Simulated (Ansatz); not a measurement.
```yaml
crystal:
  periodic: [false, false, false]
  atoms:
    - {symbol: Sn, position_ang: [1.339143, -0.382383, -2.483177]}
    - {symbol: Sn, position_ang: [0.179061, 0.133715, 2.216971]}
    - {symbol: Sn, position_ang: [-1.123341, 2.247739, 0.398591]}
    - {symbol: Sn, position_ang: [-0.447688, -2.585064, 1.070328]}
    - {symbol: Te, position_ang: [1.943275, -1.144316, 0.213864]}
    - {symbol: Te, position_ang: [0.387910, 2.125597, -2.014946]}
    - {symbol: Te, position_ang: [-2.278359, -0.395288, 0.598370]}
basis:
  gaussian: {orbitals: def2-TZVP, initial_orbitals: start.molden}
hamiltonian: {xc: {name: wB97X-V}}
scf: {omitted_lower_state_checks: [starts]}
output: {orbitals: {seedname: orbitals}}
```

The file start.molden holds the orbitals of an earlier run on this structure, at another level or in another basis.

```sh
$ ansatz run in.yaml --threads 4 --pin off --events-out ev --progress --plain --max-ram 4787MiB
```

Problem. Does this run fit into the memory that it is given?

Solution. No. It has 350 basis functions, and Ansatz plans for 6 GiB where 5 GiB are given.
